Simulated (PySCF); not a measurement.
# Ba₂: frontier orbitals

PBE0 at R = 4.081 Å; PySCF, spin-free X2C with a Gaussian nucleus, basis sets Ba x2c-TZVPall. State: Ms = 0 determinant of mixed spin (⟨S²⟩ near 1.1), unpaired electrons π ↑↓, a second solution, started from another occupation. Only the outer orbitals are listed.

| spin | orbital | occ. | ε (eV) | main shells (%) |
| --- | --- | --- | --- | --- |
| α | πu | 1 | -19.23 | 100 p |
| α | πg | 1 | -19.19 | 100 p |
| α | σg | 1 | -19.11 | 100 p |
| α | πu | 1 | -19.05 | 100 p |
| α | πg | 1 | -19.03 | 100 p |
| α | σu | 1 | -18.85 | 100 p |
| α | σg | 1 | -3.33 | 93 s |
| α | πu | 1 | -2.34 | 83 d, 17 p |
| α | σu | 0 | -1.70 | 71 s, 29 p |
| α | σg | 0 | -0.74 | 65 d, 36 p |
| α | πu | 0 | -0.65 | 85 p, 15 d |
| β | πu | 1 | -19.23 | 100 p |
| β | πg | 1 | -19.19 | 100 p |
| β | σg | 1 | -19.11 | 100 p |
| β | πu | 1 | -19.05 | 100 p |
| β | πg | 1 | -19.03 | 100 p |
| β | σu | 1 | -18.85 | 100 p |
| β | σg | 1 | -3.33 | 93 s |
| β | πu | 1 | -2.34 | 83 d, 17 p |
| β | σu | 0 | -1.70 | 71 s, 29 p |
| β | σg | 0 | -0.74 | 65 d, 36 p |
| β | πu | 0 | -0.65 | 85 p, 15 d |

Q: Which are the highest filled and the lowest empty level, where do they sit, and how wide is the gap?

A: Highest filled β πu at -2.34 eV (in %: 83 d, 17 p); lowest empty α σu at -1.70 eV (in %: 71 s, 29 p); the gap at PBE0 is 0.64 eV.

The bond order (Mayer) is 2.00. The ⟨S²⟩ is 1.064.

Closed-shell solutions of metal pairs were not tested for spin polarisation, which can lower them a little. Spin–orbit coupling is left out.
